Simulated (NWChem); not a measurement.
Molecule: SiNH4OF; SMILES N[SiH](O)F

```xyz
8

Si    -0.0321    -0.0035    -0.3396
N     -0.3947    -1.5560     0.2345
O      1.4887     0.3708     0.1852
F     -0.9897     1.1845     0.2378
H     -0.2242     0.0280    -1.8082
H     -1.0814    -2.1522    -0.2082
H     -0.1412    -1.8656     1.1645
H      1.6564     1.3044     0.3430
```
Atoms are numbered in this order, from 1.

Computed with NWChem. Geometry: optimised at PBE0/def2-SVP. Ions are spin-unrestricted doublets at the neutral geometry; other ion states weren't tried.

For level PBE0/def2-SVP:

```
Item                                   Result
-------------------------------------  ------
vertical ionisation energy, ΔSCF (eV)   10.46
−ε(HOMO) (eV)                            7.78
```

How do the values read with level PBE/def2-SVP instead?


| Property | Result |
|---|---|
| vertical ionisation energy, ΔSCF (eV) | 10.10 |
| −ε(HOMO) (eV) | 6.16 |
